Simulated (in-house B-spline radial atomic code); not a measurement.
RPA and G0W0 on Hartree-Fock: neutral potassium

Configuration [Ar] 4s1, highest spin, mean-field start Hartree-Fock. Computed with a B-spline radial code for spherical atoms: all electrons, scalar-relativistic (spin-free one-electron X2C), finite nucleus, each spin shell either full or empty, empty states to l = 9 with an (l + 1/2)⁻⁴ tail; G0W0 by contour deformation at full frequency.

RPA overbinds a lone outer s electron by self-correlation, and G0W0 tends to as well.

Command:
```bash
python run_gw.py task.json out
```
Settings (radii: box in bohr, nucleus in fm):
```
Z                        19
electrons                19
configuration            [Ar] 4s1
hamiltonian              x2c
method                   hf
lmax                     9
rms_radius               3.4349
spin_polarised           True
box_radius               40
intervals                74
ion_configuration        [Ne] 3s2 3p6
```

Cost of the run: 6.9 s on 1 thread of Arm Neoverse N1, on a shared host.

Energies (hartree):

```
                                     term       value
                         mean-field total  -601.46444
Hartree-Fock functional on these orbitals  -601.46444
                      direct second order     -1.1346
                    second-order exchange     0.39133
                         SOSEX correction     0.36192
```

Q: What is the RPA correlation energy, and what remains with SOSEX?

A: RPA gives -1.0135 hartree (-1.45 eV per electron); RPA + SOSEX gives -0.65161, and the second-order doubles (MP2) -0.74324 hartree. RPA lacks exchange-type terms and so overcorrelates at short range.

Quasi-particle levels (eV):

```tsv
level	occupied	mean field	Σx - vxc	Σc	QP weight	G0W0
4s up	yes	-4.033	0.00	?	?	?
3p down	yes	-25.912	0.00	0.17	0.896	-25.739
3p up	yes	-25.957	0.00	0.18	0.894	-25.780
```

G0W0 = mean field + (Σx - vxc) + Σc, with Σc (partial-wave tail included) taken at the quasi-particle energy. Only the outer levels were computed. Levels of low weight are left out.

Q: Where does G0W0 put 4s up?

A: At -4.545 eV, with Σc = -0.51 eV and a quasi-particle weight of 0.953. The tabulated removal energy is 4.341 eV (NIST, measured); the calculation leaves out spin-orbit coupling, Breit and QED terms, and what these don't explain is the method's own error.

Q: What does it cost to remove one electron (to [Ne] 3s2 3p6) by differences of total energies, each species on its own start (correlation terms add to the Hartree-Fock functional)?

A: Hartree-Fock functional 4.023 eV, + RPA 4.471 eV, + RPA + SOSEX 4.226 eV, + second order 4.325 eV. Tabulated: 4.341 eV (NIST, measured); the calculation leaves out spin-orbit coupling, Breit and QED terms, and what these don't explain is the method's own error.
